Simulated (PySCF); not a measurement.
This script is equivalent to a calculation on Ar⁺ (argon, charge +1).

```python
from pyscf import gto, scf, dft, mp, cc
import basis_set_exchange as bse
mol = gto.M(atom="Ar 0 0 0", charge=1, spin=1, symmetry="D2h",
            basis=gto.basis.parse(bse.get_basis("def2-TZVP", elements=["Ar"], fmt="nwchem", header=False)))
mf = dft.UKS(mol, xc="R2SCAN")
mf.irrep_nelec = {'Ag': (3, 3), 'B1u': (2, 2), 'B2u': (2, 2), 'B3u': (2, 1)}
mf.kernel()
```

Q: What total energy does it give?

A: -526.921 hartree (calculated).

Q: Which occupied shell lies highest, and where?

A: 3p β, at -22.005 eV.

Q: What is ⟨S²⟩, and what would a pure spin state give?

A: 0.755, against 0.75.
